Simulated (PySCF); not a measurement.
## Two-dimensional NMR puzzle

Compound of formula C$_{5}$H$_{12}$Si$_{3}$. Correlations simulated from computed shifts and the bond graph:

HSQC (one-bond C–H):
```csv
δH,δC
1.94,105.6
1.76,12.9
1.39,18.5
0.64,-9.8
0.53,-9.8
```

COSY cross peaks (H two or three bonds apart, from the bond graph; peaks can be absent where the dihedral angle is near 90°):
```csv
δH,δH
5.05,4.74
5.05,1.76
5.05,0.64
5.05,0.53
4.80,4.34
4.80,4.34
4.80,1.76
4.80,0.64
4.80,0.53
4.74,1.76
4.74,0.64
4.74,0.53
4.34,4.34
1.76,1.39
0.64,0.53
```

HMBC (two and three bonds, from the bond graph):
```csv
δH,δC
5.05,"18.5, 12.9, -9.8"
4.80,"83.7, 18.5, 12.9, -9.8"
4.74,"18.5, 12.9, -9.8"
4.34,"105.6, 83.7, 12.9, -9.8"
4.34,"105.6, 83.7, 12.9, -9.8"
1.94,83.7
1.76,"18.5, -9.8"
1.39,12.9
0.64,12.9
0.53,12.9
```

Carbons without hydrogens: δ 83.7.

PySCF 2.14.0 with density-fitted response routines calculation with structure optimised with GFN2-xTB and shieldings: GIAO PBE0/pcSseg-1; isolated molecule, a single conformation, one averaged value for each set of equivalent atoms, non-relativistic Hamiltonian.

Chemical shifts δ = σref − σ; ¹H, ¹³C vs TMS, all at this level.

Exchangeable hydrogens are left out of these lists.

Which molecule is this?

Answers

SMILES C#C[SiH2][Si@@H]1C[SiH2][C@H]1C.

Mapped SMILES: `[CH:1]#[C:2][SiH2:3][Si@@H:4]1[CH2:5][SiH2:6][C@H:7]1[CH3:8]` (H(Xn): hydrogen on atom n). Ha(C5), Ha(Si6) are cis to Si3 on the ring; Ha(Si3) is pro-R; Hb(Si3) is pro-S; Hb(C5), Hb(Si6) are trans to Si3 on the ring.

1. δC 105.6 is C1, a terminal alkyne carbon (δH 1.94).
2. δC 83.7 is C2, an alkyne carbon.
3. δC 18.5 is C8, a methyl carbon (δH 1.39).
4. δC 12.9 is C7, an sp3 CH bonded to 2 Si (δH 1.76).
5. δC -9.8 is C5, an sp3 CH2 bonded to 2 Si (δH 0.64, 0.53).
6. HMBC from δH 4.80 reaches the proton-free carbon C2.
7. HMBC from δH 4.34 reaches the proton-free carbon C2.
8. HMBC from δH 4.34 reaches the proton-free carbon C2.
9. HMBC from δH 1.94 reaches the proton-free carbon C2.
10. COSY links 5.05–4.74, 5.05–1.76, 5.05–0.64, 5.05–0.53, 4.80–4.34, 4.80–4.34.

The data come from this structure; uniqueness wasn't tested.

Shifts are as computed. Against solution values, carbons near 30 ppm lie about +3 ppm off and those near 130 ppm about +5 ppm. Of 1309 compounds with measured shifts, 239 miss one by over three times the rms of a fit or turn the order of signals round; such compounds aren't used in these exercises.
